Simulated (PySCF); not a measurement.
**Computed properties of SeCl2, SMILES Cl[Se]Cl**

SeCl₂, SMILES Cl[Se]Cl. Coordinates come from a PBE0-D3(BJ)/def2-TZVP optimisation. The isomer is the one that the SMILES or the coordinates give; other isomers of the formula were not compared. One conformer was computed; it need not be the lowest. All values are computed for the isolated molecule unless a solvent is named; none is compared with measurement here.

**Structure.** The optimised structure has C2v symmetry. All 3 harmonic modes at PBE0-D3(BJ)/def2-TZVP (PySCF) are real, so it is a minimum. With heavy atoms numbered as in [Se:1]([Cl:2])[Cl:3], the shortest bond between them is Se1–Cl2 at 2.147 Å and the longest Se1–Cl3 at 2.147 Å.

**Vibrations.** The strongest infrared lines (harmonic, unscaled, degenerate partners summed) lie at 415 cm⁻¹ (55 km/mol, Cl 65 %, Se 35 %), 437 cm⁻¹ (10 km/mol, Cl 72 %, Se 28 %), 162 cm⁻¹ (1 km/mol, Cl 80 %, Se 20 %). The softest mode is at 162 cm⁻¹ and the zero-point energy is 1.4 kcal/mol.

**Electronic structure.** CAM-B3LYP/def2-TZVPD (PySCF) places the frontier levels at -8.37 and -1.63 eV, a gap of 6.74 eV, and gives a dipole moment of 1.06 D and a mean polarisability of 58.0 bohr³.

**Excitations.** TDA-B3LYP/def2-SVPD (PySCF) has S1 at 2.72 eV (456 nm, f = 0.000, dark); the most intense of the 10 singlets computed lies at 6.52 eV (f = 0.14). T1 (TDA) is at 1.95 eV, 0.77 eV under S1.
